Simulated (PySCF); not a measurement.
FHSe. Atoms are numbered in the order given.

```xyz
3

Se     0.0456    -0.3585     0.0000
H     -1.4236    -0.5179     0.0000
F     -0.0142     1.4118     0.0000
```
Charge 0, spin multiplicity 1.

Geometry: B3LYP-D3(BJ)/def2-TZVP.

Calculation: PySCF with r2SCAN/def2-TZVPD.

Symmetry labels are those of the subgroup Cs that the program uses (full group Cs).

Q: List the valence orbital energies around the gap with their symmetry. (The exact figures need the calculation; the answer reports its results.)

A: 
```
orbital  symmetry  energy (eV)
-------  --------  -----------
HOMO−7         A'       -56.02
HOMO−6         A'       -31.13
HOMO−5         A'       -18.63
HOMO−4         A'       -12.51
HOMO−3         A'       -11.26
HOMO−2         A"       -10.79
HOMO−1         A'        -9.18
HOMO           A"        -6.24
LUMO           A'        -3.17
LUMO+1         A'        -0.56
LUMO+2         A'         1.27
LUMO+3         A'         1.39
```
